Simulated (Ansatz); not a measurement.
## InCl (SMILES [Cl][In]): methods side by side

The species is InCl (2 atoms), meant as a singlet with charge 0. As SMILES, `[Cl][In]`. The shape comes from GFN2-xTB, which is rough for such elements, and wasn't checked as a minimum.

| atom | x (Å) | y (Å) | z (Å) |
| --- | --- | --- | --- |
| Cl | 0.0000 | 0.0000 | 0.0000 |
| In | 0.0000 | 0.0000 | 2.3857 |

Each level gives the energy change with the Cl1–In2 bond stretched from 2.386 to 3.017 Å (eV). The values are calculated.

| level | kind | program | value (eV) | less FCI/STO-3G |
| --- | --- | --- | --- | --- |
| HF/STO-3G (restricted) | Hartree–Fock | Ansatz | 1.73 | +0.08 |
| PBE/STO-3G (restricted) | GGA | Ansatz | 1.64 | -0.01 |
| revPBE/STO-3G (restricted) | GGA | Ansatz | 1.56 | -0.09 |
| BHLYP/STO-3G (restricted) | global hybrid | Ansatz | 1.74 | +0.09 |
| PBE0/STO-3G (restricted) | global hybrid | Ansatz | 1.71 | +0.06 |
| r2SCAN0/STO-3G (restricted) | hybrid meta-GGA | Ansatz | 1.75 | +0.10 |
| CCSDT/STO-3G (restricted) | coupled cluster or CI | Ansatz | 1.65 | 0.00 |
| FCI/STO-3G | exact in the basis | Ansatz | 1.65 | 0.00 |

FCI/STO-3G is exact within its basis and frozen core, so for wave-function methods in that basis the difference is their error; functionals converge differently with the basis, so for them it is only a difference. All-electron rows without a relativistic Hamiltonian named are non-relativistic. The first shape isn't each level's own minimum. The values span 1.56 to 1.75 eV. All rows use very small basis sets, so none should be taken for the real molecule's value. In the correlated wave-function rows the outer d shell of In is correlated, in sets not made for it.
